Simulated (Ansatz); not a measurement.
System: ScF3, net charge 0, singlet state. 
Structure (B3LYP-D3(BJ)/def2-TZVP (Ansatz, an electronic-structure program) minimum search):
```
Sc
F 1 1.8481
F 1 1.8481 2 120.00
F 1 1.8481 2 120.00 3 180.00
```

Total electronic energies in hartree. Correlated levels leave the core frozen unless marked. Spin-orbit coupling is left out. The frozen core is the preceding noble-gas configuration, with the filled d and f shells of earlier blocks. Non-relativistic. CBS(X,Y): correlation extrapolated as X^-3; Hartree-Fock from the larger set. The bracket is a focal-point correction in the basis named.

```json
[
 {"level": "HF/STO-3G", "program": "Ansatz", "energy (Eh)": "-1046.58339"},
 {"level": "HF/def2-QZVPPD", "program": "Ansatz", "energy (Eh)": "-1058.51454"},
 {"level": "revPBE-D4/def2-TZVPD", "program": "Ansatz + dftd4", "energy (Eh)": "-1060.44263"},
 {"level": "r2SCAN-D3(BJ)/def2-TZVPD", "program": "Ansatz + dftd3", "energy (Eh)": "-1060.48658"},
 {"level": "HSE06-D3(BJ)/def2-TZVPD", "program": "Ansatz + dftd3", "energy (Eh)": "-1060.13966"},
 {"level": "HSE06/def2-TZVPD", "program": "Ansatz", "energy (Eh)": "-1060.13855"},
 {"level": "wB97X/def2-TZVPD", "program": "Ansatz", "energy (Eh)": "-1060.57118"},
 {"level": "SCS-MP2/def2-TZVPPD", "program": "Ansatz", "energy (Eh)": "-1059.31257"},
 {"level": "RI-MP2/CBS(def2-TZVPPD,def2-QZVPPD)+[CCSD(T)-MP2]/def2-TZVPPD", "program": "Ansatz", "energy (Eh)": "-1059.5071"}
]
```

Totals of different functionals don't rank their quality; only differences between species are comparable.
